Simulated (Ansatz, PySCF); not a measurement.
This PySCF input computes a PBE0/def2-TZVPD energy:

```python
from pyscf import gto, scf, dft

mol = gto.M(
    atom='''
    Si   -0.01430363    0.55467487    0.23646307
    F     1.27484156   -0.51699832   -0.00638618
    F    -1.26578368   -0.48636133   -0.23193399
    H     0.11872990    1.26478870   -1.16560151
    ''',
    basis='def2-tzvpd',
    charge=-1,
    spin=0,
    verbose=4,
)

mf = dft.RKS(mol, xc='pbe0').density_fit(auxbasis='def2-universal-jkfit')
mf.grids.level = 3
mf.conv_tol = 1e-9
mf.max_cycle = 100
mf.max_memory = 1500
mf.kernel()
if not mf.converged:
    mf = mf.newton()
    mf.kernel(mf.make_rdm1())
mf.analyze()
```

Task: Write an input for the same energy in Ansatz (a quantum-chemistry and plane-wave program) and say what it gives.

Result: 
Ansatz 0.2 input:
```yaml
crystal:
  periodic: [false, false, false]
  atoms:
    - {symbol: Si, position_ang: [-0.01430363, 0.55467487, 0.23646307]}
    - {symbol: F, position_ang: [1.27484156, -0.51699832, -0.00638618]}
    - {symbol: F, position_ang: [-1.26578368, -0.48636133, -0.23193399]}
    - {symbol: H, position_ang: [0.11872990, 1.26478870, -1.16560151]}
basis:
  gaussian:
    orbitals: def2-TZVPD
hamiltonian:
  xc: {name: PBE0}
total_charge: -1
output: {forces: true}
```
It gives -489.69570 Eh, and PySCF -489.69574 Eh, a difference of 0.04 mEh, from the treatment of integrals and grids.

It need not be the lowest isomer of its formula. Whether it binds its extra electron was not tested at this geometry.
